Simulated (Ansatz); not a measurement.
The cluster Li₂Al₃ (the lowest doublet isomer of a short search). Total charge 0; doublet. Geometry B3LYP-D4/def2-TZVP, basis def2-TZVP, Ansatz.

Cartesian coordinates in Å:
```
Al -0.3124 -0.9174 1.0447
Al 0.6501 -0.1479 -1.0998
Al -1.9274 -0.5936 -1.4077
Li 2.2556 -0.1001 1.1563
Li -0.6660 1.7590 0.3065
```

```csv
run,HOMO (eV),LUMO (eV)
A,-4.10,-2.24
B,-5.73,-0.50
C,-3.41,-2.89
D,-3.84,-2.30
```

B3LYP takes the VWN-RPA correlation. The structure comes from a short search, and lower isomers may exist.

HOMO and LUMO are taken over both spins.

Q: The runs used B3LYP, PBE, PBE0, ωB97X-V. Estimate which is which.

A: A PBE0 (25 % exact exchange); B ωB97X-V (range-separated); C PBE (0 % exact exchange); D B3LYP (20 % exact exchange). Exact exchange lowers occupied and raises empty levels; among semilocal functionals meta-GGAs tend to open the gap a little, and such runs are hard to tell apart. The gap grows from 0.52 eV (PBE) to 5.23 eV (ωB97X-V). At PBE0-D4/def2-TZVP, ωB97X-V/def2-TZVP the charge 0 doublet is spin-contaminated (final ⟨S²⟩ up to 0.94, 0.75 for a pure state).
